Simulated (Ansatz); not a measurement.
One change: `[AlH2][NH][SiH2]CCl` becomes `NC[SiH2][NH][AlH2]`.

Ansatz, PBE0-D4/def2-TZVP geometries, multiplicity 1. Each molecule was computed in one conformer, which needn't be the lowest. `[AlH2][NH][SiH2]CCl` holds a close contact that its SMILES doesn't draw: Cl···Al 2.61 Å.

```tsv
property	`[AlH2][NH][SiH2]CCl`
LUMO energy (ωB97M-V/def2-TZVPP) / eV	1.40
HOMO–LUMO gap (B3LYP/def2-TZVPP) / eV	6.42
HOMO energy (B3LYP/def2-TZVPP) / eV	-7.19
size of the dipole moment (B3LYP/def2-TZVPP) / D	3.13
size of the dipole moment (ωB97M-V/def2-TZVPP) / D	3.15
HOMO energy (PBE/def2-TZVPP) / eV	-6.12
```

Task: What does the change do to each property? (Best estimate.)

Result: The calculation gave: 
| property | `NC[SiH2][NH][AlH2]` | shift |
| --- | --- | --- |
| LUMO energy (ωB97M-V/def2-TZVPP) / eV | 0.67 | -0.73 |
| HOMO–LUMO gap (B3LYP/def2-TZVPP) / eV | 5.47 | -0.95 |
| HOMO energy (B3LYP/def2-TZVPP) / eV | -6.58 | 0.61 |
| size of the dipole moment (B3LYP/def2-TZVPP) / D | 1.53 | -1.60 |
| size of the dipole moment (ωB97M-V/def2-TZVPP) / D | 1.56 | -1.59 |
| HOMO energy (PBE/def2-TZVPP) / eV | -5.37 | 0.75 |

With PBE0 the HOMO rises by 0.62 eV and the LUMO falls by 0.39 eV, so the gap narrows by about 1.01 eV. PBE moves the HOMO by 0.75 eV and ωB97M-V by 0.53 eV. Dipoles are sizes alone; their direction can turn.

Positive LUMOs are unbound, so they and the gaps depend on the basis.

B3LYP here is the variant with VWN-RPA as its local correlation; programs differ in this.
